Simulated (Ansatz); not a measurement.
CH₄MoO₄ (`C[O][Mo](=[O])(=[O])[OH]`), charge 0, multiplicity 1.

(1) Give a relaxed structure at PBE0-D4/def2-TZVP (Ansatz). (Best estimate.)

Results:

(1) Ansatz gave: 
Z-matrix (Å, degrees):
```
C
O 1 1.409
H 1 1.094 2 111.2
H 1 1.092 2 108.9 3 -120.5
H 1 1.093 2 109.1 3 120.6
Mo 2 1.847 1 135.3 3 -6.7
O 6 1.679 2 109.3 1 131.0
O 6 1.678 2 108.6 1 11.7
O 6 1.875 2 110.0 1 -107.7
H 9 0.961 6 122.8 2 -107.8
```
This is one stationary point; other conformers may exist.
